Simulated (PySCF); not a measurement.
Hf(Me)3(H) (C3H10Hf), SMILES [CH3][HfH]([CH3])[CH3], multiplicity 1.

The structure is a stationary point at PBE0-D3(BJ)/def2-SVP. The multiplicity is an assumed one; other spin states were not compared. The def2 effective core potentials stand for the cores of Hf; spin–orbit coupling is left out.

These are B3LYP/def2-TZVP (PySCF) values and carry that method's errors.

The molecule is in vacuum.

```json
{
 "total_energy": "-168.40782 hartree",
 "point_group": "C3v",
 "highest_occupied_level": "-7.34 eV",
 "lowest_empty_level": "-0.95 eV",
 "orbital_gap": "6.39 eV",
 "dipole_moment": "0.93 D",
 "quadrupole, principal values (traceless, Buckingham form, about the centre of nuclear charge)": "-2.41, 1.21, 1.21 D·Å",
 "mean_static_polarisability": "84.7 bohr³ (12.55 Å³)",
 "polarisability_principal_values": "75.6, 89.2, 89.2 bohr³"
}
```
